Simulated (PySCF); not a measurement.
# Cobalt: a sound run and one with changed settings

Sound run: Co⁺ [Ar] 3d8, Co²⁺ [Ar] 3d7. All numbers are calculated (PySCF 2.14, no relativity, point nucleus, in def2-TZVP (6s4p4d1f, 45 functions)). The sound run starts from symmetry-adapted Hartree-Fock orbitals and uses a fine grid where one is needed.

A second run was set up differently.

```tsv
species	method	sound run (hartree)	changed run (hartree)	converged
Co⁺	UHF	-1381.10725	-1381.10725	yes
Co⁺	M06-L	-1382.39666	-1385.15541	yes
Co⁺	BP86	-1382.64347	-1383.86037	yes
Co²⁺	UHF	-1380.57925	-1380.57925	yes
Co²⁺	M06-L	-1381.75543	-1384.58014	yes
Co²⁺	BP86	-1381.97648	-1383.22076	yes
```

Ionisation energy of Co⁺:

```json
{"method": "UHF", "sound run (eV)": "14.368", "changed run (eV)": "14.368"}
{"method": "M06-L", "sound run (eV)": "17.449", "changed run (eV)": "15.654"}
{"method": "BP86", "sound run (eV)": "18.150", "changed run (eV)": "17.405"}
```

Question: What was changed?
A. basis contracted for another Hamiltonian
B. all electrons correlated in a valence basis
C. minimal basis
D. radial grid too coarse

Answer: D. It used radial step 1.2 in ln r (0.13 in the sound run). A coarse radial grid mis-integrates the density and the exchange-correlation energy, with errors of either sign; Hartree-Fock needs no grid.
